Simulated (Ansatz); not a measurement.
CH₅GeNS (`[SH][GeH]1[CH2][NH]1`), relaxed with RKS PBE-D4/def2-SVP in the Gaussian-basis code of Ansatz from a rough embedded geometry. The force threshold is 0.03 eV/Å; the program also tests the step.

Charge 0, multiplicity 1.

Start:

```xyz
9

S     0.522   -0.195   -2.410
Ge   -0.541    0.353   -0.589
C     0.613    0.621    0.904
N     0.123   -0.626    0.865
H     0.269   -1.603   -2.220
H    -2.100    0.230   -0.530
H     1.661    0.769    0.675
H     0.123    1.275    1.733
H    -0.669   -0.823    1.573
```

(1) How much energy does the relaxation release, and in how many steps? (An estimate is asked.)

(2) Which bonds change most? (Estimate.)

(3) Give the relaxed structure. (Estimate.)

Results:

(1) Computed: 63.68 kJ/mol, in 16 steps, 2 of them rejected.

(2) Computed: C3–N4 from 1.341 to 1.475 Å; S1–H5 from 1.443 to 1.365 Å; S1–Ge2 from 2.179 to 2.235 Å; C3–H8 from 1.164 to 1.108 Å.

(3) The calculation gave: 
```xyz
9

S     0.226   -0.380   -2.573
Ge   -0.576    0.356   -0.621
C     0.553    0.656    0.937
N     0.117   -0.745    0.786
H     0.591   -1.557   -1.986
H    -2.102    0.556   -0.535
H     1.625    0.834    0.734
H     0.159    1.273    1.770
H    -0.595   -0.993    1.488
```
